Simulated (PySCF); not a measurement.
disilazane cation (H7NSi2), SMILES [SiH3]N[SiH3] (connectivity only; charge and spin as stated), charge +1, multiplicity 2.

The structure is a stationary point at B3LYP-D3(BJ)/def2-SVP. The multiplicity is an assumed one; other spin states were not compared.

Computed with TDA-PBE/def2-SVPD run with PySCF.

Vertical excitations. The molecule is in vacuum.

**Question.** Estimate the UV-visible absorptions. (Estimate from the structure and the level; the computed values follow.)

**Answer.** 
```json
[
 {"state": "root 1", "energy (eV)": "2.13", "λ (nm)": "581", "f": "0.000", "main pairs": "β HOMO→LUMO 99 %"},
 {"state": "root 2", "energy (eV)": "2.36", "λ (nm)": "526", "f": "0.004", "main pairs": "β HOMO−2→LUMO 99 %"},
 {"state": "root 3", "energy (eV)": "2.88", "λ (nm)": "431", "f": "0.214", "main pairs": "β HOMO−1→LUMO 97 %"},
 {"state": "root 4", "energy (eV)": "3.34", "λ (nm)": "372", "f": "0.000", "main pairs": "β HOMO−4→LUMO 99 %"},
 {"state": "root 5", "energy (eV)": "3.60", "λ (nm)": "345", "f": "0.003", "main pairs": "β HOMO−3→LUMO 95 %"},
 {"state": "root 6", "energy (eV)": "5.01", "λ (nm)": "247", "f": "0.020", "main pairs": "β HOMO−5→LUMO 97 %"},
 {"state": "root 7", "energy (eV)": "6.56", "λ (nm)": "189", "f": "0.000", "main pairs": "α HOMO→LUMO 99 %"},
 {"state": "root 8", "energy (eV)": "7.10", "λ (nm)": "175", "f": "0.000", "main pairs": "α HOMO−1→LUMO 49 %, β HOMO→LUMO+1 49 %"},
 {"state": "root 9", "energy (eV)": "7.29", "λ (nm)": "170", "f": "0.005", "main pairs": "β HOMO−6→LUMO 98 %"},
 {"state": "root 10", "energy (eV)": "7.35", "λ (nm)": "169", "f": "0.000", "main pairs": "α HOMO−3→LUMO 21 %, α HOMO−2→LUMO 7 %, β HOMO−1→LUMO+1 61 %"}
]
```
Unrestricted roots are not spin-pure.
